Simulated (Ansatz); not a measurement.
Total energies of Al₂Si₂ from Ansatz at PBE-D4/def2-TZVP, gas phase (1 Eh = 27.2114 eV = 2625.5 kJ/mol). The reference geometry is relaxed at PBE-D4/def2-TZVP.

| atom | x (Å) | y (Å) | z (Å) |
| --- | --- | --- | --- |
| Al1 | 0.459 | -0.788 | -0.796 |
| Al2 | -0.456 | 0.791 | 0.795 |
| Si3 | 1.188 | -0.898 | 1.574 |
| Si4 | -1.192 | 0.895 | -1.573 |

```csv
state,geometry,energy (Eh)
charge 0 singlet,reference,-1063.22506
charge 1 doublet,reference,-1062.96528
charge 0 triplet,relaxed at PBE-D4/def2-TZVP,-1063.23603
charge 0 quintet,relaxed at PBE-D4/def2-TZVP,-1063.20804
```

(1) Work out the vertical ionisation energy to the doublet.

(2) Which of the charge 0 states is lowest, and how far above it are the others?

(1) E(charge 1 doublet) − E(charge 0 singlet) = -1062.96528 − (-1063.22506) = 0.25978 Eh = 7.07 eV. For comparison, −ε of the highest occupied level is 4.70 eV at this level, 2.37 eV less.

(2) The triplet. singlet: -1063.22506 − (-1063.23603) = 0.01097 Eh = 28.8 kJ/mol; quintet: -1063.20804 − (-1063.23603) = 0.02799 Eh = 73.5 kJ/mol.

The structure comes from a short search, and lower isomers may exist.
